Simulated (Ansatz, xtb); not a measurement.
Two structures of Cl2Si2

Structure X is a triplet given by its coordinates and structure Y is a singlet given by its coordinates. Both are isolated molecules in the gas phase, relaxed with r2SCAN-D4/def2-SVP.

X (Å):

```yaml
atoms:
  - { symbol: Cl, position_ang: [0.5646, 2.5263, 1.2946] }
  - { symbol: Cl, position_ang: [-0.4324, -1.9371, -1.3273] }
  - { symbol: Si, position_ang: [0.3907, 0.4444, 1.1113] }
  - { symbol: Si, position_ang: [-0.2590, 0.1449, -1.1438] }
```

Close contacts (Å): Cl1–Si3 2.10, Cl2–Si4 2.10, Si3–Si4 2.37.

Y (Å):

```csv
atom,x (Å),y (Å),z (Å)
Cl,0.9142,1.7413,0.3002
Cl,0.4647,-1.2251,-0.6828
Si,-0.2788,-0.0682,1.2350
Si,-0.8362,0.7305,-0.9176
```

Close contacts (Å): Cl1–Si3 2.36, Cl1–Si4 2.36, Cl2–Si3 2.36, Cl2–Si4 2.36, Si3–Si4 2.36.

Task: Estimate E(Y) − E(X) at the level CCSD(T)/def2-TZVP.

Result: Calculated at CCSD(T)/def2-TZVP: E(Y) − E(X) = −9.7 kcal/mol, so structure Y lies lower.

The same difference at several levels:

```csv
level,geometry,E(Y) − E(X) (kcal/mol),departure from the last row (kcal/mol),"job, with rough time for the two"
r2SCAN-D4/def2-SVP,r2SCAN-D4/def2-SVP,−5.2,+4.5,"optimisation, 32 s"
HF/def2-TZVP,r2SCAN-D4/def2-SVP,+6.3,+16.1,part of the CCSD(T) run
MP2/def2-TZVP,r2SCAN-D4/def2-SVP,−12.8,−3.0,part of the CCSD(T) run
CCSD(T)/def2-TZVP,r2SCAN-D4/def2-SVP,−9.7,,"single point, 40 s"
```

HF/def2-TZVP puts the two in the other order. The largest departure from CCSD(T)/def2-TZVP is that of HF/def2-TZVP, 16.1 kcal/mol. Levels run at GFN2-xTB geometries aren't shown. The triplet state of X needn't be its ground state.

With harmonic frequencies from r2SCAN-D4/def2-SVP (ideal gas, rigid rotor, one conformer each, 298.15 K, 1 atm): on the last row, ΔE + ΔZPE = −9.7, ΔH = −9.8, ΔG = −8.1 kcal/mol.

Open shells are spin-unrestricted. The correlated steps freeze 20 core orbitals. ΔG holds the spin degeneracy. Programs: Ansatz 0.2.0; the last row on 1 thread of AMD EPYC 9R45 96-Core Processor (Zen 5) on a shared host.
